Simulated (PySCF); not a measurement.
C₂H₄ClFSi, SMILES C=C[Si@H](F)Cl. The structure is a stationary point at PBE-D3(BJ)/def2-SVP. The structure was generated by enumeration; whether it is a known compound was not checked. Other conformers were not sampled.

Computed equilibrium geometry at PBE-D3(BJ)/def2-SVP (PySCF confirms it by a frequency run) as a Z-matrix (one conformer of several):
```
C
C 1 1.3486
H 2 1.1033 1 121.33
H 2 1.1036 3 116.60 1 -179.76
H 1 1.1055 2 119.50 3 -179.64
Si 1 1.8566 5 119.16 2 -179.61
F 6 1.6373 1 107.55 5 177.44
H 6 1.4946 7 107.83 3 -122.91
Cl 6 2.0728 8 107.66 7 116.79
```
Charge 0, spin multiplicity 1.
